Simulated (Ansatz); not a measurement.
A nudged elastic band was laid between two geometries of AlClF2 + H2 (6 atoms, charge 0, multiplicity 1).

These are results of Ansatz 0.2.0, RKS PBE0-D4/def2-SVP, not measurements.

```
movable images  : 5
climbing image  : yes
spring          : 5.0 eV/Å²
optimiser       : quadratic models (default)
start path      : through a guess of the saddle point
force threshold : 0.05 eV/Å
iteration limit : 60
end points      : relaxed
```

Image 0:

```xyz
6
Properties=species:S:1:pos:R:3
Al 0.006 0.051 0.272
Cl -0.009 0.713 2.245
F 1.426 -0.012 -0.569
F -1.412 -0.089 -0.563
H 0.072 -2.074 0.456
H 0.061 -1.855 1.194
```

Image 6:

```xyz
6
Properties=species:S:1:pos:R:3
Al 0.022 -0.513 -0.309
Cl 0.011 0.004 2.235
F 1.414 0.321 -0.674
F -1.417 0.239 -0.670
H 0.067 -2.071 -0.112
H 0.047 -1.245 2.565
```

Q: Which bonds break or form, and what moves?

A: Bonds broken: Al1–Cl2, H5–H6. Bonds formed: Al1–H5, Cl2–H6. AlClF2 + H2 becomes AlClF2H2.

Q: What energy profile does the band end with?

A: It converged. The highest image is number 3 of 0 to 6, 128.7 kJ/mol above the first end and 23.4 kJ/mol above the last; the last end lies 105.4 kJ/mol above the first. A vibrational analysis at the climbing image gives one clearly imaginary mode, 603i cm⁻¹: a first-order saddle point. The orbitals stay closed-shell, which can raise the energy where a bond breaks towards radicals; this wasn't checked here.

| image | path coordinate (Å) | energy (kJ/mol) | Al1–Cl2 (Å) | H5–H6 (Å) | Al1–H5 (Å) |
| --- | --- | --- | --- | --- | --- |
| 0 | 0.00 | 0.0 | 2.08 | 0.77 | 2.13 |
| 1 | 0.44 | 11.7 | 2.10 | 0.78 | 2.05 |
| 2 | 0.88 | 72.8 | 2.20 | 0.90 | 1.81 |
| 3 | 1.33 | 128.7 | 2.39 | 1.31 | 1.64 |
| 4 | 1.72 | 118.5 | 2.53 | 1.78 | 1.59 |
| 5 | 2.11 | 109.1 | 2.56 | 2.27 | 1.58 |
| 6 | 2.50 | 105.4 | 2.60 | 2.80 | 1.57 |

Q: What is the geometry of the highest image?

A: 
```xyz
6
Properties=species:S:1:pos:R:3:forces:R:3
Al 0.018 -0.407 -0.072 0.00 0.01 0.02
Cl 0.015 0.072 2.268 0.00 -0.02 -0.03
F 1.439 0.147 -0.713 0.01 0.00 0.00
F -1.435 0.075 -0.701 -0.01 0.00 0.00
H 0.060 -1.920 0.567 0.00 0.00 -0.01
H 0.047 -1.233 1.685 0.00 0.01 0.01
```

Q: What are the harmonic wavenumbers there?

A: 603i, 127, 187, 270, 447, 540, 782, 918, 984, 1047, 1581, 1912 cm⁻¹.

The run took 2.3 min on 1 thread of Arm Neoverse V1 (shared host), peak memory 0.14 GiB.
